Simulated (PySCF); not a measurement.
Species: C4H12BN.
SMILES: `N(B)(C)CCC`

Torsions of this conformer, `[BH2:1][N:2]([CH3:3])[CH2:4][CH2:5][CH3:6]`: B1–N2–C4–C5 -107°, N2–C4–C5–C6 61°.

The closed-shell ground state was solved at several levels (PySCF, density fitting, gas phase, non-relativistic). Isolated species at its GFN2-xTB geometry (one conformer only).

```json
{"level": "B3LYP/pcJ-1", "basis functions": "282", "total energy (Eh)": "-239.3043", "HOMO (eV)": "-7.15", "LUMO (eV)": "0.08", "gap (eV)": "7.23", "dipole (D)": "2.10"}
{"level": "CAM-B3LYP/def2-SVPD", "basis functions": "216", "total energy (Eh)": "-238.9715", "HOMO (eV)": "-8.75", "LUMO (eV)": "1.10", "gap (eV)": "9.85", "dipole (D)": "1.99"}
```

Task: What might PBE0/pcSseg-1 (162 basis functions) give for the same quantities?

Result: Total energy -238.9433 Eh, HOMO -7.38 eV, LUMO 0.32 eV, gap 7.70 eV, dipole 2.09 D.

Task: Over all these levels, which gives the widest orbital gap and which the narrowest?

Result: CAM-B3LYP/def2-SVPD (range-separated hybrid) has the widest, 9.85 eV, and B3LYP/pcJ-1 (global hybrid, 20 % exact exchange) the narrowest, 7.23 eV. Functional and basis both differ between the two, so the spread mixes both effects.

Task: How far do the dipole and the HOMO energy spread over the levels?

Result: The dipole runs from 1.99 to 2.10 D (mean 2.06 D) and the HOMO from -8.75 to -7.15 eV.
